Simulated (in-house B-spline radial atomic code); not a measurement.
Ionising Au²⁺ with different functionals

Computed with a radial B-spline atomic code at the basis-set limit: scalar-relativistic (spin-free X2C) Hamiltonian, Fermi nucleus of rms radius 5.4371 fm, spin-polarised at highest spin, spherical fractional occupations for the functionals, and exact exchange of hybrids averaged over the configuration. The ionisation energy is the difference of two self-consistent energies, [Xe] 4f14 5d9 → [Xe] 4f14 5d8, without Breit or QED terms; ε is the level of the shell that loses the electron (its least bound occupied spin orbital). There is no spin-orbit coupling in this Hamiltonian.

| method | rung | ΔSCF (eV) | -ε(5d) (eV) |
| --- | --- | --- | --- |
| PBE0 | global hybrid | 33.12 | 28.70 |
| B3LYP | global hybrid | 33.25 | 28.44 |
| TPSSh | global hybrid | 33.13 | 27.57 |
| M06-2X | global hybrid | 33.14 | 30.85 |
| BHandHLYP | global hybrid | 32.87 | 30.37 |
| r2SCAN0 | global hybrid | 33.18 | 28.81 |
| B97-1 | global hybrid | 33.13 | 28.38 |
| HSE06 | range-separated hybrid | 33.10 | 28.27 |
| wB97X | range-separated hybrid | ? | ? |
| CAM-B3LYP | range-separated hybrid | 33.16 | 30.24 |
| LC-wPBE | range-separated hybrid | ? | ? |

Task: What does wB97X give?

Result: ΔSCF 32.91 eV, and -ε(5d) = 31.15 eV.

Task: What does LC-wPBE give?

Result: ΔSCF 32.98 eV, and -ε(5d) = 31.51 eV.

Task: Among the functionals, which spreads more, the ΔSCF values or the orbital energies?

Result: The orbital energies: ΔSCF values span about 0.38 eV and the orbital energies 3.94 eV; here energy differences depend much less on the functional than eigenvalues do.

Task: How do they compare with the NIST value?

Result: NIST lists 30 eV ± 1.6 (tabulated theory, ground level to ground level). Errors run from +2.87 to +3.25 eV. The correlated functionals all miss on the same side by more than they spread, so the cause is common to them (spin-orbit coupling, Breit-QED terms, multiplet and fine-structure energies, or a listed next ion that isn't the cheapest removal here) and closeness doesn't rank the functionals.
